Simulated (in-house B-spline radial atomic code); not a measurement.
Configurations of Pm VI (Pm5+), with energies counted from [Kr] 4d10 4f3 5s2 5p5. Method: Dirac-Hartree-Fock, average of configuration, Fermi nucleus of rms radius 4.962 fm. Calculated with an all-electron radial atomic-structure program (B-spline basis). Energies include first-order Breit, QED and recoil terms.

Occupations are held fixed; configurations that lie above the ionisation limit could autoionise.

```csv
configuration,E - E(ref) (eV),highest orbital,its <r> (bohr)
[Kr] 4d10 4f4 5s2 5p4,14.718,4f7/2,0.8731
[Kr] 4d10 4f2 5s2 5p5 5g1,55.022,5g7/2,4.472
[Kr] 4d10 4f2 5s2 5p5 8d1,61.914,8d5/2,9.108
[Kr] 4d10 4f3 5s2 5p4 7d1,65.318,7d5/2,6.307
[Kr] 4d10 4f2 5s2 5p5 9g1,68.678,9g7/2,18.27
[Kr] 4d9 4f3 5s2 5p5 6s1,158.57,6s1/2,2.773
[Kr] 4d9 4f3 5s2 5p5 5g1,184.47,5g7/2,4.471
[Kr] 4d9 4f3 5s2 5p5 6g1,190.47,6g7/2,7.153
[Kr] 4d9 4f3 5s2 5p5 7g1,194.12,7g7/2,10.35
[Kr] 4d9 4f3 5s2 5p5 8g1,196.5,8g7/2,14.06
```

**Question.** Order these further configurations by energy, lowest first.
A. [Kr] 4d10 4f3 5s2 5p4 9s1
B. [Kr] 4d10 4f2 5s2 5p5 8s1
C. [Kr] 4d9 4f3 5s2 5p6
D. [Kr] 4d9 4f3 5s2 5p5 8s1
E. [Kr] 4d10 4f3 5s2 5p4 5g1

**Answer.** B (57.563 eV), E (63.859 eV), A (71.501 eV), C (118.13 eV), D (187 eV).

**Question.** How far above the reference does [Kr] 4d9 4f4 5s2 5p5 lie?

**Answer.** 128.75 eV; its least bound orbital is 4f7/2 with <r> = 0.8343 bohr.

**Question.** How far above the reference does [Kr] 4d10 4f3 5s2 5p4 8s1 lie?

**Answer.** 66.502 eV; its least bound orbital is 8s1/2 with <r> = 7.208 bohr.

**Question.** How far above the reference does [Kr] 4d9 4f3 5s2 5p5 9g1 lie?

**Answer.** 198.13 eV; its least bound orbital is 9g7/2 with <r> = 18.27 bohr.

**Question.** One of these lies 64.67 eV from the reference. Which?
A. [Kr] 4d10 4f3 5s2 5p4 8d1
B. [Kr] 4d10 4f2 5s2 5p5 7g1
C. [Kr] 4d10 4f3 5s2 5p4 7g1

**Answer.** B.
